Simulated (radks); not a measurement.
Task: Cd2+, configuration [Kr] 4d7.5 5s1 5p1.5 (fractional occupations, a model configuration). Method: Dirac Kohn-Sham, LDA (Slater exchange, Perdew-Wang correlation), spin-unpolarised, spherical densities, point nucleus; open shells are shared between the two j in proportion to 2j + 1; computed with a radial shooting solver on a logarithmic mesh with Libxc functionals.

Spin-orbit splittings of the eigenvalues, e(l+1/2) - e(l-1/2), with zeta = 2 splitting/(2l+1) and mean radii in bohr:

shell  occ.  splitting (eV)  zeta (eV)  <r> j=l-1/2  <r> j=l+1/2
2p        6           192.2      128.1       0.1113       0.1164
3p        6           34.34      22.89       0.3498       0.3608
3d       10           6.990      2.796       0.3327       0.3362
4p        6           6.126      4.084       0.9222       0.9510
4d      7.5          0.8374     0.3349        1.153        1.166
5p      1.5               ?          ?        2.616        2.691

Estimate the 5p splitting.

Result: 0.7007 eV (zeta = 0.4672 eV).
